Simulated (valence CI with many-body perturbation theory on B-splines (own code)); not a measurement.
Results of a calculation; reference values are marked as such.
# Run record, Sb²⁸⁺

The program does CI of the valence electrons with many-body perturbation theory for a frozen closed Dirac-Fock core.

Command, and the settings that its task file holds:

```sh
python run_cv.py task.json out
```

```
atom Sb  Z=51  mass_number=121  rms_radius_fm=4.6802
core [Ar]
valence 3s5
avg = 1
basis = S
breit = 1
cap = 10000
capref = 1200
cscale = 1
de = 0.0
dress = 0
eps = 2e-08
extrap = 1
h = 0.27
hh = 1
l2 = 3
lcore = 6
maxit = 60
n2 = 5
natural = 1
nlev = 20
nno = [3, 3, 3, 3, 1]
nroot = 26
nsp = [3, 3, 2, 2, 0]
pt2 = 1
qed = 1
rpa = 1
s1 = 1
s2 = 1
s3 = 1
screen = 1
tol = 2e-05
whole = 1
```

(1) What became of the run, and why?

Answers

(1) It gave no result: a shell was given more electrons than it holds. The program said: "a valence shell holds more than 4l+2 electrons".
